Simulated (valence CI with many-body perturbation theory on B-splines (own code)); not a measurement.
## Energy levels of Co XIII

Calculated by relativistic CI+MBPT: five valence electrons over a frozen Dirac-Fock core [Ne], radial functions for each j: 9 s, 9 p, 8 d, 6 f, 3 g, 1 h, with the one-electron correlation potential Σ1, the two-electron term Σ2, the three-electron term Σ3, Breit, model QED; selected CI, second order for the rest, scaled by the run's own slope (own B-spline code, finite nucleus).

No measured spectrum was set against this ion. As an estimate, levels of excited configurations hold to 0.05 to 0.15 % of their energy, terms of the ground configuration to about 0.5 %. Among the levels kept, up to 630 cm⁻¹ of a level comes from second order outside the variational space, and about a tenth of that is noise between levels of different J, which matters for small intervals.

Levels 1 to 45 of 48, with energies above the lowest level, 3s2.3p3 4S°_3/2. "Leading %" is the weight of the configuration and term that name the level; weights of strongly mixed levels are sums over their largest components and can fall short. In the jj column 3d3/2^4 stands for four electrons in 3d with j = 3/2.

```
No.  Configuration  Term    J  E (eV)  Leading %      g                     Leading jj    Second component
  1        3s2.3p3   4S°  3/2   0.000         93  1.974      3s^2 3p1/2 3p3/2^2 (46 %)                    
  2        3s2.3p3   2D°  3/2   5.446         83  0.886      3s^2 3p1/2 3p3/2^2 (48 %)    12 % 3s2.3p3 2P°
  3        3s2.3p3   2D°  5/2   6.194         97  1.199      3s^2 3p1/2 3p3/2^2 (97 %)                    
  4        3s2.3p3   2P°  1/2   9.898         96  0.664      3s^2 3p1/2 3p3/2^2 (96 %)                    
  5        3s2.3p3   2P°  3/2  10.974         80  1.273            3s^2 3p3/2^3 (80 %)    14 % 3s2.3p3 2D°
  6         3s.3p4    4P  5/2  36.592         87  1.593      3s 3p1/2^2 3p3/2^2 (69 %)   9 % 3s2.3p2.3d 4P
  7         3s.3p4    4P  3/2  38.064         88  1.728        3s 3p1/2 3p3/2^3 (74 %)  10 % 3s2.3p2.3d 4P
  8         3s.3p4    4P  1/2  38.694         87  2.658              3s 3p3/2^4 (30 %)  10 % 3s2.3p2.3d 4P
  9         3s.3p4    2D  3/2  45.344         75  0.816        3s 3p1/2 3p3/2^3 (45 %)  19 % 3s2.3p2.3d 2D
 10         3s.3p4    2D  5/2  45.677         76  1.206        3s 3p1/2 3p3/2^3 (61 %)  19 % 3s2.3p2.3d 2D
 11     3s2.3p2.3d    2P  3/2  51.902         49  1.319        3s 3p1/2 3p3/2^3 (30 %)      45 % 3s.3p4 2P
 12         3s.3p4    2P  1/2  52.520         31  1.167      3s 3p1/2^2 3p3/2^2 (37 %)      30 % 3s.3p4 2S
 13         3s.3p4    2S  1/2  54.920         50  1.498              3s 3p3/2^4 (43 %)  19 % 3s2.3p2.3d 2P
 14     3s2.3p2.3d    4F  3/2  56.562         92  0.433      3s^2 3p1/2^2 3d3/2 (46 %)                    
 15     3s2.3p2.3d    4F  5/2  57.147         90  1.052  3s^2 3p1/2 3p3/2 3d3/2 (55 %)   6 % 3s2.3p2.3d 4D
 16     3s2.3p2.3d    4F  7/2  58.008         91  1.245  3s^2 3p1/2 3p3/2 3d5/2 (66 %)   5 % 3s2.3p2.3d 4D
 17     3s2.3p2.3d    2F  5/2  58.749         77  0.956  3s^2 3p1/2 3p3/2 3d3/2 (64 %)  18 % 3s2.3p2.3d 4D
 18     3s2.3p2.3d    4F  9/2  59.044         94  1.326  3s^2 3p1/2 3p3/2 3d5/2 (49 %)                    
 19     3s2.3p2.3d    2F  7/2  59.412         52  1.268  3s^2 3p1/2 3p3/2 3d5/2 (58 %)  43 % 3s2.3p2.3d 4D
 20     3s2.3p2.3d    4D  1/2  59.450         95  0.014  3s^2 3p1/2 3p3/2 3d3/2 (76 %)                    
 21     3s2.3p2.3d    4D  3/2  59.602         91  1.172  3s^2 3p1/2 3p3/2 3d3/2 (42 %)                    
 22     3s2.3p2.3d    4D  5/2  60.266         71  1.249  3s^2 3p1/2 3p3/2 3d5/2 (48 %)  20 % 3s2.3p2.3d 2F
 23     3s2.3p2.3d    4D  7/2  61.703         49  1.288      3s^2 3p3/2^2 3d5/2 (88 %)  43 % 3s2.3p2.3d 2F
 24     3s2.3p2.3d    2G  7/2  65.737         94  0.896  3s^2 3p1/2 3p3/2 3d3/2 (46 %)                    
 25     3s2.3p2.3d    2G  9/2  66.235         94  1.117      3s^2 3p3/2^2 3d5/2 (49 %)                    
 26     3s2.3p2.3d    2P  3/2  66.605         48  1.309  3s^2 3p1/2 3p3/2 3d5/2 (36 %)      42 % 3s.3p4 2P
 27     3s2.3p2.3d    4P  5/2  67.962         82  1.578  3s^2 3p1/2 3p3/2 3d5/2 (47 %)       8 % 3s.3p4 4P
 28     3s2.3p2.3d    2P  1/2  68.409         47  0.975      3s^2 3p3/2^2 3d5/2 (30 %)      33 % 3s.3p4 2P
 29     3s2.3p2.3d    4P  3/2  68.586         78  1.656  3s^2 3p1/2 3p3/2 3d3/2 (35 %)       8 % 3s.3p4 4P
 30     3s2.3p2.3d    4P  1/2  69.081         72  2.338      3s^2 3p3/2^2 3d3/2 (52 %)       8 % 3s.3p4 4P
 31     3s2.3p2.3d    2D  3/2  69.886         81  0.887      3s^2 3p3/2^2 3d3/2 (36 %)   6 % 3s2.3p2.3d 4P
 32     3s2.3p2.3d    2D  5/2  71.482         84  1.212      3s^2 3p3/2^2 3d5/2 (48 %)       8 % 3s.3p4 2D
 33     3s2.3p2.3d    2D  3/2  73.581         78  0.818  3s^2 3p1/2 3p3/2 3d3/2 (36 %)      14 % 3s.3p4 2D
 34     3s2.3p2.3d    2D  5/2  73.745         86  1.199      3s^2 3p3/2^2 3d5/2 (41 %)       8 % 3s.3p4 2D
 35     3s2.3p2.3d    2P  1/2  75.575         80  0.824  3s^2 3p1/2 3p3/2 3d5/2 (70 %)  10 % 3s2.3p2.3d 2S
 36     3s2.3p2.3d    2F  5/2  76.429         79  0.917  3s^2 3p1/2 3p3/2 3d3/2 (39 %)  13 % 3s2.3p2.3d 2D
 37     3s2.3p2.3d    2P  3/2  76.808         86  1.316      3s^2 3p3/2^2 3d5/2 (53 %)       5 % 3s.3p4 2P
 38     3s2.3p2.3d    2S  1/2  77.085         68  1.860  3s^2 3p1/2 3p3/2 3d3/2 (26 %)      13 % 3s.3p4 2S
 39     3s2.3p2.3d    2F  7/2  77.163         96  1.141  3s^2 3p1/2 3p3/2 3d5/2 (55 %)                    
 40     3s2.3p2.3d    2D  5/2  80.300         77  1.145      3s^2 3p3/2^2 3d5/2 (60 %)  16 % 3s2.3p2.3d 2F
 41     3s2.3p2.3d    2D  3/2  80.487         94  0.803      3s^2 3p3/2^2 3d3/2 (48 %)                    
 42      3s.3p3.3d   6D°  1/2  83.495         98  3.328  3s 3p1/2 3p3/2^2 3d3/2 (52 %)                    
 43      3s.3p3.3d   6D°  3/2  83.536         98  1.863  3s 3p1/2 3p3/2^2 3d3/2 (46 %)                    
 44      3s.3p3.3d   6D°  5/2  83.601         98  1.654  3s 3p1/2 3p3/2^2 3d3/2 (36 %)                    
 45      3s.3p3.3d   6D°  7/2  83.693         98  1.584  3s 3p1/2 3p3/2^2 3d5/2 (30 %)
```

Names give the largest LS component (configuration and term), which can be under half, so a name can repeat, a term be missing and a line seem to break the LS rules; names also repeat where a configuration has a term twice.

The ionisation energy to 3s2.3p2 3P_0 of the next ion comes out as 374.59 eV (NIST: 378.5 ± 0.7 eV (semi-empirical), further off than twice its uncertainty). All 48 levels together are meant to be complete up to 87.200 eV.
